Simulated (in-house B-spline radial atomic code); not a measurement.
A calculation on Sn⁷⁺ (an excited or competing configuration): its settings, and results tabulated from the run. Level of theory: Dirac-Hartree-Fock, average of configuration, Fermi nucleus of rms radius 4.6519 fm; calculated with a B-spline radial code for spherical atoms.

Command:
```bash
python run_scf.py task.json out
```
Settings (nuclear radius in fm, mass in u):
```
Z                50
configuration    [Kr] 4d6 8f1
hamiltonian      dirac
method           hf
spin_polarised   False
nucleus          fermi
rms_radius       4.6519
atomic_mass      119.9022
speed_of_light   137.035999084
```

Output (hartree, bohr):
```
 radial grid: 73 intervals, B-splines of order 8, outer radius 39.4805 bohr

 iter        energy (Eh)    residual
    1       -6139.775125    1.07e+00
    2       -6155.665369    3.39e-01
    3       -6157.690006    1.10e-01
    4       -6157.901892    3.88e-02
    5       -6157.925226    1.38e-02
    6       -6157.928233    1.31e-03
    7       -6157.928252    6.00e-05
    8       -6157.928252    5.19e-06
    9       -6157.928252    4.34e-07

 total energy                     -6157.92825
 kinetic                            6485.5968
 electron-nucleus                 -14746.2791
 electron-electron                  2102.7541

 first-order corrections (not in the total)
   Gaunt                             4.9249
   retardation                      -0.5029
   frequency dependence             -0.0430
   self-energy                       3.3391
   Uehling                          -0.4350
   Wichmann-Kroll                    0.0090
   recoil                            0.0192

 orbital      occ     eigenvalue          <r>       <r^2>       <1/r>       r_max    small
 1s1/2      2.000     -1084.3269    0.0290483  0.00114234     53.0852     0.01878  3.37e-02
 2s1/2      2.000      -171.3310     0.124909   0.0184615     12.3349      0.1061  7.17e-03
 2p1/2      2.000      -159.9011     0.105891   0.0137859     12.2783     0.08189  7.15e-03
 2p3/2      4.000      -151.3879     0.111219   0.0150804     11.4409     0.08637  6.83e-03
 3s1/2      2.000       -38.4811     0.336898    0.129846     4.38018      0.3066  2.09e-03
 3p1/2      2.000       -33.7989     0.328185    0.125115     4.27947      0.2936  2.03e-03
 3p3/2      4.000       -32.1942     0.338931    0.133243     4.07813      0.3035  1.94e-03
 3d3/2      4.000       -24.0067     0.311164    0.114815     3.90773      0.2493  1.81e-03
 3d5/2      6.000       -23.6802     0.314632    0.117242     3.85533      0.2522  1.79e-03
 4s1/2      2.000       -10.4458     0.799602      0.7192     1.73232      0.7379  5.70e-04
 4p1/2      2.000        -8.7306     0.834784    0.789144     1.63319      0.7607  5.20e-04
 4p3/2      4.000        -8.4156      0.85749     0.83217     1.57607       0.782  5.00e-04
 4d3/2      2.400        -5.7766     0.953984     1.04641     1.37305      0.8396  3.98e-04
 4d5/2      3.600        -5.7269      0.96239     1.06453     1.35847      0.8472  3.92e-04
 8f5/2      0.429        -0.5638      9.87333     110.144    0.152295       11.17  2.13e-05
 8f7/2      0.571        -0.5635      9.87817     110.251    0.152173       11.18  2.12e-05
```

Run time, properties included: 1.5 s on 1 thread of x86-64 server CPU (shared host).

For the Dirac Hamiltonian the kinetic term is c α·p + (β - 1)c².
